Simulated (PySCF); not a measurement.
F2W, SMILES [F][W][F] (connectivity only; charge and spin as stated), neutral, multiplicity 5. Coordinates come from a B3LYP-D3(BJ)/def2-TZVP optimisation. The spin state was assumed, not searched. The def2 effective core potentials stand for the cores of W; spin–orbit coupling is left out.

Calculation: B3LYP-D3(BJ)/def2-TZVP (PySCF).

Harmonic wavenumbers (cm⁻¹): 112, 639, 655. Rotational constants (GHz): 42.49, 4.140, 3.773; symmetry number 2.

Question: Work out the zero-point energy and the ideal-gas rigid-rotor harmonic-oscillator thermochemistry at 298.15 K and 1 atm.

Answer: ZPE = ½ Σ hcν = ½ × 1407 cm⁻¹ = 8.42 kJ/mol. H − E(el) = 20.91 kJ/mol. Entropy in J/(mol K): translation 176.12, rotation 93.39, vibration 16.64, spin 13.38, total 299.52. G − E(el) = -68.39 kJ/mol. Cp = 49.18 J/(mol K). Modes under 150 cm⁻¹ make the vibrational entropy uncertain.
